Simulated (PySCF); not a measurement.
Al(Me)(vinyl)(OH) (C3H7AlO), SMILES [CH]([Al]([CH3])[OH])=C.

Geometry: PBE0-D3(BJ)/def2-SVP. The structure was generated by enumeration; whether it is a known compound was not checked. One conformer was computed; it need not be the lowest.

All values below come from PySCF with M06-2X/def2-TZVP.

Isolated molecule, no solvent.

Problem. Estimate the frontier levels, gap, dipole moment and polarisability. (Estimate from the structure and the level; the computed values follow.)

Solution. 
```json
{
 "highest_occupied_level": "-8.92 eV",
 "lowest_empty_level": "-0.25 eV",
 "orbital_gap": "8.67 eV",
 "dipole_moment": "1.32 D",
 "quadrupole, principal values (traceless, Buckingham form, about the centre of nuclear charge)": "-5.28, 0.33, 4.95 D·Å",
 "mean_static_polarisability": "62.9 bohr³ (9.33 Å³)",
 "polarisability_principal_values": "46.2, 59.7, 82.9 bohr³"
}
```
